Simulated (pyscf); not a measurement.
Optimised with ωB97X-D3(BJ)/def2-SVP in PySCF.

SMILES: [GeH3][CH2][GeH3]
```xyz
11

Ge    -1.9138    -1.3333    -1.9314
C     -0.2348    -0.3426    -1.8519
Ge     0.1152     0.3791    -0.0733
H     -1.8729    -2.5045    -0.9340
H     -2.1574    -1.8905    -3.3452
H     -3.0819    -0.4058    -1.5528
H      0.5932    -1.0080    -2.1427
H     -0.2668     0.4841    -2.5790
H      0.1895    -0.7700     0.9476
H     -1.0259     1.3272     0.3358
H      1.4431     1.1567    -0.0466
```

Task: How much does it cost (ΔH, 298 K, ωB97M-D3(BJ)/def2-TZVP) to split H₃Ge–CH₂–GeH₃ at its C–Ge bond into GeH₃• + •H₂C–GeH₃?

Result: C–Ge to GeH₃• + •H₂C–GeH₃: 322.5 kJ/mol. The 7 functionals that were run give +299.7 (r²SCAN) to +343.4 kJ/mol (ωB97X-D3(BJ)). •H₂C–GeH₃ lies 86.0 kJ/mol over its isomer H₃C–GeH₂• (electronic energy, ωB97M-D3(BJ)). Elements up to Kr have no core potential and no relativistic terms here.
